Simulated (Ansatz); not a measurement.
(ClGaO)3 ring (Ga₃Cl₃O₃). Charge 0, multiplicity 1. Geometry relaxed at PBE-D4/def2-SVP.

```tsv
atom	x (Å)	y (Å)	z (Å)
Ga1	0.2339	1.6693	0.6440
Cl2	0.5301	3.6358	1.4127
O3	0.7714	1.2610	-1.0272
Ga4	0.5421	-0.4061	-1.6726
Cl5	1.2025	-0.8915	-3.6408
O6	-0.2436	-1.6623	-0.6465
Ga7	-0.7863	-1.2603	1.0245
Cl8	-1.6989	-2.7541	2.2416
O9	-0.5512	0.4081	1.6643
```

Question: Estimate the harmonic wavenumbers at RKS PBE-D4/def2-SVP (Ansatz, unscaled). Is this a minimum?

Answer: 39, 48, 48, 83, 83, 118, 140, 140, 156, 156, 199, 227, 422, 422, 432, 529, 548, 548, 756, 802, 802 cm⁻¹. Yes, no mode is imaginary beyond noise. Zero-point energy 40.1 kJ/mol. Hardware: 2 threads of AMD EPYC 7R13 on a shared host and a share (18 GiB) of an NVIDIA H100 80GB HBM3. Wall time 68 s, peak host memory 0.82 GiB.
